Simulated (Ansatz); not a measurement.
Species: C2H3I, charge 0, singlet. C2H3I (iodoethene, SMILES C=CI).
B3LYP-D3(BJ)/def2-TZVP minimum from Ansatz (a program for electronic structure):
```
C
C 1 1.3202
H 1 1.0803 2 123.79
H 2 1.0815 1 122.88 3 180.00
H 2 1.0844 4 117.48 1 180.00
I 1 2.1006 3 112.44 2 180.00
```
Charge 0, spin multiplicity 1.

Atomisation energy term by term, kcal/mol (programs: Ansatz). Open shells are spin-unrestricted; no spin-orbit coupling. Cores are frozen in correlated methods (noble-gas shells, and filled d and f shells in the p block). Past Kr the def2 sets carry scalar-relativistic core potentials. CBS(X,Y): correlation extrapolated as X^-3, Hartree-Fock from the larger set. A bracket is a step between two methods taken in the basis named. Where a partner has so few electrons that a lower coupled-cluster level is exact, that level stands in. Spin-orbit terms, left out, reach several kcal/mol for Br and I, and more for heavier atoms.

```
term                                     basis  kcal/mol
------------------  --------------------------  --------
Hartree-Fock                        def2-QZVPP    375.77
CCSD correlation    CBS(def2-TZVPP,def2-QZVPP)    130.73
(T)                 CBS(def2-TZVPP,def2-QZVPP)     10.61
CCSDT(Q) - CCSD(T)                    def2-SVP      0.45
sum: De                                            517.6
```
